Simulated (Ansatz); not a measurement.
`FC([SiH3])CCl` + `[SiH3][TeH]` → `[SiH3][Te]CCl` + `FC[SiH3]`  (substitution at a C–C bond)

Gas-phase electronic energies from Ansatz, PBE0-D4/def2-TZVP geometries. CCSD(T)/CBS adds triple-zeta CCSD(T) − MP2 to the extrapolated MP2 energy (def2 sets, frozen cores). DFT in def2-TZVPP. Elements past krypton have def2 core potentials. For Te outer-core shells are correlated without core-valence functions, which leaves a few kJ/mol of doubt a bond. One conformer a species, not always the lowest.

(1) Is it downhill or uphill in electronic energy at CCSD(T)/CBS, and by how much? (Best estimate.)

(2) What do these levels give: PBE0-D4, ωB97M-V, HF/def2-QZVPP, MP2/def2-QZVPP, MP2/CBS(def2), CCSD/CBS(def2)? (An estimate is asked.)

Largest T1 diagnostic among the species: 0.011.

Answers

(1) The calculation gave: Uphill: ΔE = +17.7 kJ/mol.

(2) Ansatz gave: PBE0-D4 23.4, ωB97M-V 25.7, HF/def2-QZVPP 29.2, MP2/def2-QZVPP 13.6, MP2/CBS(def2) 11.5, CCSD/CBS(def2) 19.6 kJ/mol.

In def2-TZVPP, CCSD(T) changes the Hartree–Fock value by −6.8 kJ/mol (the triples alone add −1.9 kJ/mol) and MP2 by −13.0 kJ/mol. From PBE to PBE0 (25 % exact exchange), in def2-TZVPP and without D4, ΔE moves by +4.1 kJ/mol.
